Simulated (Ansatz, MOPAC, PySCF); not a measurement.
Noncovalent pair: BH3O (SMILES BO) (first 5 atoms) with BH3O (SMILES BO); geometry from B3LYP-D3(BJ)/def2-TZVP, rigid monomers moved along the line of their centres of mass till O2···H10 is 1.72 Å.
(charge 0, multiplicity 1):
```xyz
10

B     -0.7825     0.0336    -0.5596
O     -0.0546     0.1073     0.5840
H     -1.9254    -0.2731    -0.4420
H     -0.2691     0.2711    -1.6105
H      0.8693     0.3572     0.4669
B      0.8357     0.0018     3.6737
O     -0.3954    -0.2537     3.2015
H      1.0136    -0.0780     4.8512
H      1.7266     0.3019     2.9227
H     -0.4588    -0.1679     2.2353
```

Counterpoise-corrected where a basis set is named; no monomer relaxation.

Rows in 6-31G* carry no dispersion term and start afresh at each structure (6-31G* with six Cartesian d functions). The state reached by PM6 isn't checked.

Run with Ansatz (Gaussian basis) for Hartree–Fock, density functionals and correlated methods; MOPAC for PM6 (differences of heats of formation); PySCF for 6-31G* rows, the dispersion terms. Each number belongs to the level named beside it.

One of these levels gives -2.62 kcal/mol for the interaction energy. Which?
A. HF/aug-cc-pVDZ
B. r2SCAN-D3(BJ)/def2-TZVPPD
C. HF/6-31G*
D. PM6

C, HF/6-31G*. The others give -2.22 (PM6), -1.79 (HF/aug-cc-pVDZ), -5.21 (r2SCAN-D3(BJ)/def2-TZVPPD)

Ansatz is a first-principles code.
